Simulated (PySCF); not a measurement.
Species: C4H7F3Si2.
SMILES with atom numbers: `[F:1][C:2]([F:3])([F:4])[C:5]([SiH3:6])=[C:7]=[CH:8][SiH3:9]` (hydrogens: H10, H11, H12 on Si6; H13 on C8; H14, H15, H16 on Si9)

Method: PySCF, PBE0-D3(BJ)/def2-SVP geometry optimisation, gas phase; density fitting, grid level 2; the optimiser is geomeTRIC in internal coordinates, started from a GFN2-xTB structure.

At the end of the run (lengths in Å): Si9–H16 1.492, Si6–H11 1.492, Si9–H15 1.493, Si6–H10 1.492, Si6–H12 1.489, Si9–H14 1.492, C8–H13 1.098, C2–C5–Si6 120.0°, Si6–C5–C7 120.0°, C5–C7–C8 177.4°, F1–C2–F3 107.7°, F1–C2–C5–Si6 -54°.

Question: These geometries were met on the way; a selection of coordinates is given. Order them by energy above the end point, lowest first.
A. Si9–H16 1.461, Si6–H11 1.462, Si9–H15 1.464, Si6–H10 1.463, Si6–H12 1.461, Si9–H14 1.464, C8–H13 1.079, C2–C5–Si6 114.9°, Si6–C5–C7 124.7°, C5–C7–C8 175.0°, F1–C2–F3 105.9°, F1–C2–C5–Si6 -62°
B. Si9–H16 1.492, Si6–H11 1.491, Si9–H15 1.493, Si6–H10 1.493, Si6–H12 1.489, Si9–H14 1.492, C8–H13 1.101, C2–C5–Si6 120.9°, Si6–C5–C7 119.9°, C5–C7–C8 178.7°, F1–C2–F3 108.5°, F1–C2–C5–Si6 -55°
C. Si9–H16 1.492, Si6–H11 1.492, Si9–H15 1.493, Si6–H10 1.492, Si6–H12 1.489, Si9–H14 1.492, C8–H13 1.098, C2–C5–Si6 119.8°, Si6–C5–C7 120.2°, C5–C7–C8 177.7°, F1–C2–F3 107.6°, F1–C2–C5–Si6 -54°

Answer: C (0.000 eV), B (0.011 eV), A (0.135 eV).

| step | E above end (eV) | rms distance from the end, all atoms (Å) | largest force (eV/Å) | rms shift of all bonds from the end (Å) |
| --- | --- | --- | --- | --- |
| 3 | 0.000 | 0.008 | 0.049 | 0.000 |
| 1 | 0.011 | 0.034 | 0.668 | 0.003 |
| 0 | 0.135 | 0.106 | 1.748 | 0.021 |

Rows stand in the order of the answer.
